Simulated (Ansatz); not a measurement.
Pt₄. Charge 0, multiplicity 3. Geometry B3LYP-D4/def2-SVP, that of the charge +1 doublet; atoms count from 1.

```xyz
4

Pt    0.664    0.798    1.234
Pt    0.515    0.616   -1.378
Pt   -1.589    0.126    0.071
Pt    0.409   -1.540    0.073
```

In the def2 sets Pt takes a core potential; there is no spin–orbit coupling. The charge 0 triplet is spin-contaminated (final ⟨S²⟩ up to 2.33, 2.00 for a pure state). The structure comes from a short search, and lower isomers may exist.

Problem. Estimate the Mulliken populations from the PBE0/def2-TZVP orbitals of Ansatz.

Solution. 
```
atom  charge (e)  spin (α − β)  d electrons
 Pt1       -0.03          0.39         9.15
 Pt2        0.03          0.62         9.11
 Pt3        0.03          0.62         9.11
 Pt4       -0.03          0.36         9.15
```
Mulliken values and Mayer orders depend strongly on the basis.

Problem. Where does the spin sit?

Solution. Summed by element: Pt 2.00, of 2 unpaired in all. Largest on single atoms: Pt2 0.62, Pt3 0.62, Pt1 0.39.

Problem. And the Mayer bond orders between bonded heavy atoms (over 0.3)?

Solution. Pt1–Pt2 0.69 (2.62 Å); Pt1–Pt3 0.69 (2.62 Å); Pt1–Pt4 0.56 (2.62 Å); Pt2–Pt3 0.73 (2.60 Å); Pt2–Pt4 0.71 (2.60 Å); Pt3–Pt4 0.71 (2.60 Å).
